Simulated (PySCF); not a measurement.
Vibration and rotation of BIr

ωB97M-V constants of BIr, triplet, unpaired electrons σ ↑, δ ↑, a mixture of terms (⟨Lz²⟩ = 6.3) (B x2c-TZVPPall, Ir x2c-TZVPPall; spin-free X2C with a Gaussian nucleus (PySCF 2.14); masses 11.0093 and 192.9629 u):

```
ωe              : 946.1 cm⁻¹
ωexe            : 4.67 cm⁻¹
Be              : 0.53138 cm⁻¹
αe              : 0.00353 cm⁻¹
D (centrifugal) : 6.7e-07 cm⁻¹
```

Q: Give the vibrational terms G(v) and spacings up to v = 6.

A: G(v) = ωe(v+½) − ωexe(v+½)².

```json
{"v": "0", "G(v) (cm⁻¹)": "471.9", "G(v) − G(v−1)": "", "Bv (cm⁻¹)": "0.5296"}
{"v": "1", "G(v) (cm⁻¹)": "1408.6", "G(v) − G(v−1)": "936.8", "Bv (cm⁻¹)": "0.5261"}
{"v": "2", "G(v) (cm⁻¹)": "2336.1", "G(v) − G(v−1)": "927.4", "Bv (cm⁻¹)": "0.5226"}
{"v": "3", "G(v) (cm⁻¹)": "3254.1", "G(v) − G(v−1)": "918.1", "Bv (cm⁻¹)": "0.5190"}
{"v": "4", "G(v) (cm⁻¹)": "4162.9", "G(v) − G(v−1)": "908.7", "Bv (cm⁻¹)": "0.5155"}
{"v": "5", "G(v) (cm⁻¹)": "5062.3", "G(v) − G(v−1)": "899.4", "Bv (cm⁻¹)": "0.5120"}
{"v": "6", "G(v) (cm⁻¹)": "5952.3", "G(v) − G(v−1)": "890.1", "Bv (cm⁻¹)": "0.5084"}
```

De is left out where the level can put another filling of the metal’s s and d shells below the measured ground configuration, by anything from nothing to about 1 eV. Spin–orbit coupling is left out, which matters for elements this heavy, above all for dissociation energies. The state is the lowest single determinant that the PBE0 search found; with open d or f shells the true ground state can be another one.
